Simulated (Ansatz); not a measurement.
Mulliken charges of BH4NO2 (`NB(O)O`) from B3LYP/def2-TZVPP in Ansatz (PBE0-D4/def2-TZVP geometry).

```json
{"atom": "N1", "x (Å)": "-0.649", "y (Å)": "0.947", "z (Å)": "0.045", "charge (e)": "-0.342"}
{"atom": "B2", "x (Å)": "0.243", "y (Å)": "-0.143", "z (Å)": "-0.048", "charge (e)": "0.345"}
{"atom": "O3", "x (Å)": "1.545", "y (Å)": "0.109", "z (Å)": "-0.395", "charge (e)": "-0.347"}
{"atom": "O4", "x (Å)": "-0.116", "y (Å)": "-1.453", "z (Å)": "0.190", "charge (e)": "-0.336"}
{"atom": "H5", "x (Å)": "-1.618", "y (Å)": "0.874", "z (Å)": "0.289", "charge (e)": "0.133"}
{"atom": "H6", "x (Å)": "-0.338", "y (Å)": "1.884", "z (Å)": "-0.138", "charge (e)": "0.165"}
{"atom": "H7", "x (Å)": "2.060", "y (Å)": "-0.699", "z (Å)": "-0.429", "charge (e)": "0.198"}
{"atom": "H8", "x (Å)": "-1.035", "y (Å)": "-1.576", "z (Å)": "0.429", "charge (e)": "0.183"}
```

Problem. By hand: the dipole of these point charges (1 e Å = 4.8032 D).

Solution. Σ q r = (-0.244, 0.077, 0.051) e Å, of length 0.261 e Å = 1.25 D.

Problem. How does the dipole of the full density compare? (Estimate.)

Solution. Computed: (-0.403, 0.012, 0.097) e Å, 1.99 D; the point charges give 0.63 times that, at 16° from its direction.

Point charges leave out the atoms' own dipoles, such as those of lone pairs, and Mulliken's split depends on the basis, so the two needn't agree.

B3LYP here is the variant with VWN-RPA as its local correlation; programs differ in this.
